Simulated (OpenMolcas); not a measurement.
# Lines of Co VI: computed and rescaled rates

```yaml
Program: OpenMolcas 26.06
Method: "MS-CASPT2, IPEA 0.25 Eh, imaginary shift 0.1 Eh (closed shells correlated: 3s 3p)"
Basis: ANO-RCC-VTZP [6s5p3d2f1g]
Scalar_Hamiltonian: DKH2, point nucleus
Active_space: 4 electrons in 10 orbitals (3d 4d)
State_averaging: 2S+1 = 5 even, 5 roots; 2S+1 = 3 even, 45 roots; 2S+1 = 1 even, 44 roots
Spin-orbit_coupling: state interaction with AMFI integrals over the reference wave functions, term energies averaged over their components
```

Rates come from the transition moments of the reference wave functions (E1 and E2 in the length form). At fixed line strength A goes as λ^-3 for E1 and M1 and as λ^-5 for E2, so a rate at the computed wavelength can be rescaled to the measured one. Measured vacuum wavelengths follow from level energies in Sugar and Corliss, J. Phys. Chem. Ref. Data 10, 1097 (1981). Branching counts decays inside the model space alone, at computed energies, and the table is only a selection of the E2 and M1 lines, drawn from those between levels with measured partners whose computed energy lies within a factor of 1.5 of the measured one.

| Upper | Lower | Type | λ computed (nm) | λ measured (nm) | A computed (s-1) | A rescaled (s-1) | Branching % |
| --- | --- | --- | --- | --- | --- | --- | --- |
| 3d4 1G4(2) | 3d4 1I6 | E2 | 249.5 | 261.6 | 4.57e+00 | 3.61e+00 | 50.4 |
| 3d4 1S0 | 3d4 3P1(1) | M1 | 545.3 | 591.3 | 4.16e+00 |  | 99.9 |
| 3d4 3P0(1) | 3d4 5D1 | M1 | 352.7 | 370.9 | 3.73e+00 |  | 100.0 |
| 3d4 3P1(1) | 3d4 5D2 | M1 | 341.9 | 358.8 | 2.88e+00 |  | 88.8 |
| 3d4 3F4(1) | 3d4 5D4 | M1 | 328.2 | 344.4 | 2.03e+00 |  | 81.3 |
| 3d4 3P2(1) | 3d4 5D3 | M1 | 324.4 | 340.4 | 1.77e+00 |  | 86.9 |
| 3d4 1D2 | 3d4 3F3(1) | M1 | 421.5 | 452.4 | 1.20e+00 |  | 37.1 |
| 3d4 3F3(1) | 3d4 5D3 | M1 | 322.8 | 338.9 | 1.19e+00 |  | 65.2 |
| 3d4 3D3 | 3d4 5D4 | M1 | 239 | 250.7 | 1.02e+00 |  | 59.3 |
| 3d4 1G4(1) | 3d4 3F4(1) | M1 | 817.9 | 900.2 | 8.60e-01 |  | 33.9 |
| 3d4 3D1 | 3d4 5D0 | M1 | 226.3 | 237.5 | 6.39e-01 |  | 35.1 |
| 3d4 3D2 | 3d4 5D1 | M1 | 228.4 | 240.1 | 5.37e-01 |  | 36.8 |
| 3d4 3F2(1) | 3d4 5D2 | M1 | 317.7 | 333.7 | 5.27e-01 |  | 50.8 |
| 3d4 1I6 | 3d4 3H6 | M1 | 691.1 | 737.1 | 4.06e-01 |  | 55.9 |
| 3d4 1I6 | 3d4 3H5 | M1 | 665.7 | 714.6 | 3.19e-01 |  | 43.9 |
| 3d4 3G5 | 3d4 3H5 | M1 | 1545 | 1653 | 1.24e-01 |  | 35.5 |
| 3d4 3G5 | 3d4 3H6 | M1 | 1689 | 1779 | 1.14e-01 |  | 32.7 |
| 3d4 3G4 | 3d4 5D4 | M1 | 292 | 305.9 | 1.09e-01 |  | 36.2 |
| 3d4 3H4 | 3d4 5D4 | M1 | 360.8 | 376 | 1.82e-02 |  | 83.5 |
| 3d4 5D4 | 3d4 5D3 | M1 | 13340 | 15220 | 1.14e-02 | 7.68e-03 | 100.0 |
| 3d4 5D3 | 3d4 5D2 | M1 | 16660 | 18670 | 1.00e-02 | 7.11e-03 | 100.0 |
| 3d4 5D2 | 3d4 5D1 | M1 | 23560 | 25970 | 4.34e-03 | 3.24e-03 | 100.0 |
| 3d4 3H6 | 3d4 3H5 | M1 | 18120 | 23370 | 3.70e-03 | 1.72e-03 | 99.4 |
| 3d4 3H5 | 3d4 3H4 | M1 | 19620 | 23290 | 3.46e-03 | 2.07e-03 | 98.2 |
| 3d4 5D1 | 3d4 5D0 | M1 | 45120 | 49020 | 5.88e-04 | 4.59e-04 | 100.0 |

Spin-changing lines and M1 lines between different terms are not rescaled, since their strength hangs on the term gaps too.

The largest correction is for 3d4 3H6 → 3d4 3H5 (M1): 3.70e-03 × (18120 / 23370)^3 = 1.72e-03 s-1, a factor of 0.47.

The computed rate and branching of 3d4 5D1 → 3d4 5D0 give the upper level a radiative lifetime of 1.000 / 5.88e-04 s-1 = 1.70e+03 s, counting decays inside the model space alone. The rescaled rate gives about 2.2e+03 s.

The computed order of these levels differs from the measured one in 1 place, and where term gaps are wrong the rates of spin-changing lines can be off by large factors.

These are rates of the free ion; in crystals, glasses and complexes forced electric-dipole and non-radiative decay shorten such lifetimes by orders of magnitude. No measured rate stands beside these. Rescaling mends the energy factor alone: line strengths can still be far off where a level mixes with configurations outside the active space, and weak or spin-changing lines hang on small mixing coefficients that depend on the term gaps too, so rescaling need not improve them.

Term energies are means over components that CASPT2 splits; among the terms shown or strongly mixed into the levels shown the widest spread is 780 cm-1 (3d4 1I). Active for correlation alone: 4d; no level in the range computed is led by a configuration that fills it, so any true level of that kind is missing. Computed and measured levels are paired by configuration, term and J; levels that our copy of the source lacks, or whose pairing is in doubt (as where it misses far off the trend of its configuration), stay unpaired. Levels of configurations outside the active space are missing.

A number in round brackets counts repeated terms of one configuration in the order of the reference energies.
